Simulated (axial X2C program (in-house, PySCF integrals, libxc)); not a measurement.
Working with the constants of CuIn

A bond curve at the PBE0 level, two-component, was computed with an axial X2C code built on PySCF integrals (basis In dyall-cv3z [11s12p9d4f1g], Cu dyall-cv3z [9s9p6d3f2g] (cores contracted in-house)) for the state Ω = 0 (closed shell). Its fit gives Re = 2.5512 Å, ωe = 183.3 cm⁻¹, ωexe = 0.533 cm⁻¹ and αe = 2.970e-04 cm⁻¹; the masses are 114.9039 and 62.9296 u. Two-component means X2C with spin–orbit coupling and atomic mean-field Coulomb and Gaunt terms.

(1) Find the reduced mass, Be and the force constant.

(2) A Morse curve ties αe to the other constants (Pekeris). How well does that hold?

(3) The dipole moment p changes by 2.64 D/Å at Re. What harmonic infrared intensity follows?

(4) Estimate the centrifugal constant by the Kratzer relation.

(5) Give B0, the J = 1←0 line in GHz and the most populated J at 300 K (kT = 208.5 cm⁻¹).

The state is a single determinant with fixed occupations, the lowest that a limited PBE0 search found.

## Answers

(1) From the PBE0 values: μ = 40.6608 u. Be = 16.8576/(μ Re²) = 0.0637 cm⁻¹. k = 5.8918×10⁻⁷ μ ωe² = 0.805 mdyn/Å.

(2) αe(Morse) = 6Be²/ωe × (√(ωexe/Be) − 1) = 2.514e-04 cm⁻¹; the PBE0 curve gives 2.970e-04 cm⁻¹, a ratio of 0.85.

(3) I = 42.256 × (dp/dR)²/μ = 7.2 km/mol.

(4) D = 4Be³/ωe² = 3.08e-08 cm⁻¹.

(5) B0 = Be − αe/2 = 0.06355 cm⁻¹; 2B0 = 3.81 GHz; J(max) ≈ √(kT/2B0) − 1/2 = 40.0, so J = 40.
